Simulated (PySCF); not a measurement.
C3H6B2.
SMILES with atom numbers: `[BH2:1][CH:2]([BH2:3])[C:4]#[CH:5]` (hydrogens: H6, H7 on B1; H8 on C2; H9, H10 on B3; H11 on C5)

Computed, not measured: PBE0-D3(BJ)/def2-SVP geometry optimisation, gas phase (PySCF 2.14.0).

Q: What internal coordinates does the optimisation give?

A: 
```csv
bond,length (Å),order
"B1–C2, C2–B3",1.566,single
C2–C4,1.448,single
C4≡C5,1.212,triple
B1–H6 and 3 like bonds,1.207,single
C2–H8,1.117,single
C5–H11,1.074,single
```

Bonds in one row agree within 0.01 Å and their mean is given. Orders are formal, as drawn. A selection of angles:
```csv
angle,degrees
C2–B1–H6,118.9
C2–B1–H7,120.8
H6–B1–H7,120.3
B1–C2–B3,105.5
B1–C2–C4,117.9
B1–C2–H8,100.1
C4–C2–H8,112.9
C2–C4–C5,179.6
C4–C5–H11,179.7
```

B1 (three-coordinate boron) is planar (angles 120.8°, 120.3° and 118.9°, sum 360.0°, 0.00 Å off the plane of its three neighbours). The 2 C–C bonds span 1.212 Å (C4≡C5, drawn triple) to 1.448 Å (C2–C4, drawn single), a spread of 0.236 Å.

Point group: Cs (tolerance 0.08 Å). Stationary, but not proved a minimum. The numbers are those of one conformer (H–B1–C2–B3 58° and -121°, B1–C2–B3–H 122° and -58°).

The run took 35 s of wall time on one thread of an Arm Neoverse N1, shared host with 64 logical CPUs at a one-minute load of 38, and the process peaked at 0.42 GiB of memory. This is the geometry optimisation.
